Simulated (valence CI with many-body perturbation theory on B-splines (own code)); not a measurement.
# E1 transitions of Gd⁵⁰⁺

Computed by configuration interaction combined with many-body perturbation theory (CI+MBPT): four valence electrons over a frozen Dirac-Fock core [Ne], a basis of 11 s, 11 p, 9 d, 7 f, 5 g, 2 h, 1 i functions for each j, with the one-electron correlation potential Σ1 (screened to all orders), the two-electron term Σ2, the three-electron term Σ3, Breit, model QED; selected single and double excitations, second order for the rest (own B-spline code, finite nucleus).

No measured spectrum was set against this ion. As an estimate, large intervals hold to a few tenths of a per cent, small ones and those within an open d or f shell to about a per cent.

Lines 1 to 50 of 242 in falling wavelength, among levels below 780.19 eV, chosen from the strongest by gf and those to the six lowest levels. Wavelengths and rates use the calculated energies. Electric multipoles are in the length gauge, E1 and E2 with the static RPA response of the core. Weak lines are less certain than strong ones. Lines between different terms over intervals too small for the method are left out, as are lines whose strength nearly cancels. The highest levels of a list are the least certain.

Levels are named by their leading jj configuration (3d3/2^4 stands for four electrons in 3d with j = 3/2), which in mixed levels can hold well under half, so a name can repeat and another be missing. Letters in brackets count levels of one name in rising energy.

| λ vac (Å) | Upper | Lower | A (s⁻¹) | S (a.u.) |
| --- | --- | --- | --- | --- |
| 8111 | (3s^2 3p3/2^2) J=2 | (3s^2 3p1/2 3d3/2) J=2 | 4.41e+01 | 5.80e-05 |
| 456.0 | (3s^2 3p3/2^2) J=2 | (3s 3p1/2^2 3p3/2) J=1 | 2.52e+06 | 5.90e-04 |
| 279.9 | (3s^2 3p3/2^2) J=0 | (3s 3p1/2^2 3p3/2) J=1 | 1.09e+07 | 1.17e-04 |
| 242.0 | (3s^2 3p3/2^2) J=2 | (3s 3p1/2^2 3p3/2) J=2 | 6.83e+06 | 2.39e-04 |
| 132.5 | (3s 3p1/2 3p3/2 3d3/2) J=3 [a] | (3s^2 3p3/2 3d3/2) J=2 | 1.50e+09 | 1.21e-02 |
| 115.2 | (3s 3p1/2^2 3d3/2) J=2 | (3s^2 3p1/2 3d3/2) J=1 | 5.05e+09 | 1.91e-02 |
| 114.6 | (3s 3p1/2 3p3/2 3d3/2) J=4 | (3s^2 3p3/2 3d3/2) J=3 | 5.66e+09 | 3.79e-02 |
| 114.0 | (3s 3p1/2 3p3/2 3d5/2) J=4 [a] | (3s^2 3p3/2 3d5/2) J=4 | 1.80e+09 | 1.19e-02 |
| 105.5 | (3s 3p1/2 3p3/2 3d5/2) J=4 [b] | (3s^2 3p3/2 3d5/2) J=3 | 4.06e+09 | 2.12e-02 |
| 104.4 | (3s 3p1/2 3p3/2 3d3/2) J=2 [c] | (3s^2 3p3/2 3d3/2) J=2 | 4.51e+09 | 1.27e-02 |
| 100.8 | (3s 3p1/2 3p3/2 3d3/2) J=3 [b] | (3s^2 3p3/2 3d3/2) J=2 | 2.17e+09 | 7.68e-03 |
| 99.70 | (3s 3p1/2 3p3/2 3d3/2) J=3 [b] | (3s^2 3p3/2 3d3/2) J=3 | 2.22e+09 | 7.62e-03 |
| 98.74 | (3s 3p1/2^2 3p3/2) J=2 | (3s^2 3p1/2 3p3/2) J=2 | 7.23e+09 | 1.72e-02 |
| 97.67 | (3s 3p1/2 3p3/2 3d3/2) J=2 [d] | (3s^2 3p3/2 3d3/2) J=1 | 4.98e+09 | 1.15e-02 |
| 97.50 | (3s 3p1/2 3p3/2 3d5/2) J=5 | (3s^2 3p3/2 3d5/2) J=4 | 1.38e+10 | 6.94e-02 |
| 96.01 | (3s 3p1/2 3p3/2 3d3/2) J=2 [a] | (3s 3p1/2 3p3/2^2) J=2 [b] | 4.17e+09 | 9.11e-03 |
| 95.74 | (3s 3p1/2 3p3/2 3d5/2) J=4 [c] | (3s^2 3p3/2 3d5/2) J=3 | 7.37e+09 | 2.87e-02 |
| 95.72 | (3s 3p1/2 3p3/2 3d5/2) J=3 [a] | (3s^2 3p3/2 3d5/2) J=2 | 6.80e+09 | 2.06e-02 |
| 95.45 | (3s 3p1/2 3p3/2^2) J=3 | (3s^2 3p3/2^2) J=2 | 8.88e+09 | 2.67e-02 |
| 93.70 | (3s 3p1/2^2 3d5/2) J=3 | (3s^2 3p1/2 3d5/2) J=3 | 1.04e+10 | 2.95e-02 |
| 93.61 | (3s 3p1/2 3p3/2 3d3/2) J=3 [c] | (3s^2 3p3/2 3d3/2) J=2 | 2.42e+09 | 6.87e-03 |
| 93.20 | (3s 3p1/2 3p3/2 3d3/2) J=1 [c] | (3s^2 3p3/2 3d3/2) J=1 | 8.45e+09 | 1.01e-02 |
| 92.97 | (3s 3p1/2^2 3d5/2) J=3 | (3s^2 3p1/2 3d5/2) J=2 | 1.65e+10 | 4.58e-02 |
| 92.89 | (3s 3p1/2^2 3p3/2) J=2 | (3s^2 3p1/2 3p3/2) J=1 | 9.28e+09 | 1.83e-02 |
| 92.65 | (3s 3p1/2 3p3/2 3d3/2) J=3 [c] | (3s^2 3p3/2 3d3/2) J=3 | 9.36e+09 | 2.57e-02 |
| 92.50 | (3s 3p1/2 3p3/2^2) J=1 [a] | (3s^2 3p3/2^2) J=0 | 6.75e+09 | 7.90e-03 |
| 92.07 | (3s 3p1/2 3p3/2 3d5/2) J=1 [c] | (3s^2 3p3/2 3d5/2) J=1 | 1.00e+10 | 1.16e-02 |
| 90.76 | (3s 3p1/2^2 3d3/2) J=1 | (3s^2 3p1/2 3d3/2) J=2 | 2.06e+10 | 2.28e-02 |
| 90.52 | (3s 3p1/2 3p3/2 3d5/2) J=2 [c] | (3s^2 3p3/2 3d5/2) J=1 | 1.08e+10 | 1.97e-02 |
| 89.54 | (3s 3p1/2 3p3/2 3d5/2) J=3 [b] | (3s^2 3p3/2 3d5/2) J=2 | 7.74e+09 | 1.92e-02 |
| 87.16 | (3s 3p1/2 3p3/2 3d5/2) J=2 [b] | (3s^2 3p3/2 3d5/2) J=2 | 1.23e+10 | 2.01e-02 |
| 87.13 | (3s 3p1/2^2 3d3/2) J=2 | (3s^2 3p1/2 3d3/2) J=2 | 1.56e+10 | 2.54e-02 |
| 86.49 | (3s 3p1/2 3p3/2 3d5/2) J=3 [d] | (3s^2 3p3/2 3d5/2) J=3 | 1.40e+10 | 3.12e-02 |
| 86.18 | (3s 3p1/2^2 3d5/2) J=2 | (3s^2 3p1/2 3d5/2) J=3 | 2.33e+10 | 3.68e-02 |
| 85.93 | (3s 3p1/2 3p3/2 3d3/2) J=2 [b] | (3s 3p1/2 3p3/2^2) J=2 [b] | 7.10e+09 | 1.11e-02 |
| 85.91 | (3s 3p1/2 3p3/2 3d5/2) J=2 [c] | (3s^2 3p3/2 3d5/2) J=3 | 5.94e+09 | 9.30e-03 |
| 85.61 | (3s^2 3d3/2^2) J=2 | (3s^2 3p3/2 3d5/2) J=1 | 4.64e+09 | 7.18e-03 |
| 85.56 | (3s 3p1/2^2 3d5/2) J=2 | (3s^2 3p1/2 3d5/2) J=2 | 6.05e+09 | 9.36e-03 |
| 85.04 | (3s 3p1/2 3p3/2 3d3/2) J=2 [b] | (3s 3p1/2 3p3/2^2) J=1 [a] | 5.39e+09 | 8.18e-03 |
| 84.71 | (3s 3p1/2 3p3/2 3d5/2) J=4 [b] | (3s^2 3p3/2 3d5/2) J=4 | 4.88e+09 | 1.32e-02 |
| 82.87 | (3s 3p1/2^2 3p3/2) J=1 | (3s^2 3p1/2 3p3/2) J=2 | 2.79e+10 | 2.35e-02 |
| 82.56 | (3s 3p1/2 3p3/2 3d5/2) J=2 [d] | (3s^2 3p3/2 3d5/2) J=3 | 8.72e+09 | 1.21e-02 |
| 82.03 | (3s 3p1/2 3p3/2^2) J=1 [a] | (3s^2 3p3/2^2) J=2 | 1.01e+10 | 8.24e-03 |
| 81.62 | (3s 3p1/2 3p3/2 3d3/2) J=2 [a] | (3s 3p1/2 3p3/2^2) J=3 | 1.72e+10 | 2.31e-02 |
| 81.22 | (3s 3p1/2 3p3/2^2) J=2 [b] | (3s^2 3p3/2^2) J=2 | 1.61e+10 | 2.13e-02 |
| 81.12 | (3p1/2^2 3p3/2^2) J=0 | (3s 3p1/2 3p3/2^2) J=1 [a] | 5.09e+10 | 1.34e-02 |
| 79.19 | (3s 3p1/2 3p3/2 3d5/2) J=3 [c] | (3s^2 3p3/2 3d5/2) J=4 | 2.00e+10 | 3.42e-02 |
| 78.71 | (3s 3p1/2^2 3p3/2) J=1 | (3s^2 3p1/2 3p3/2) J=1 | 8.55e+09 | 6.17e-03 |
| 78.42 | (3s 3p1/2 3p3/2 3d3/2) J=2 [e] | (3s^2 3p3/2 3d3/2) J=3 | 2.08e+10 | 2.47e-02 |
| 78.28 | (3s 3p1/2 3p3/2 3d5/2) J=4 [c] | (3s^2 3p3/2 3d5/2) J=4 | 1.27e+10 | 2.71e-02 |
